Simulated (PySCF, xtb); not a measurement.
GaI₃, SMILES [I][Ga]([I])[I].

GFN2-xTB (xtb 6.7.1) at its own geometry gives an orbital gap of 3.50 eV and a dipole moment of 0.00 D.

Coordinates come from a PBE-D3(BJ)/def2-SVP optimisation. The isomer is the one that the SMILES or the coordinates give; other isomers of the formula were not compared. The def2 effective core potentials stand for the cores of I; spin–orbit coupling is left out.

What does HF/def2-TZVP run with PySCF give? (An estimate is asked for; the answer gives what the named calculation found.)

gap 10.79 eV (levels -10.26 and 0.54 eV), dipole 0.00 D.
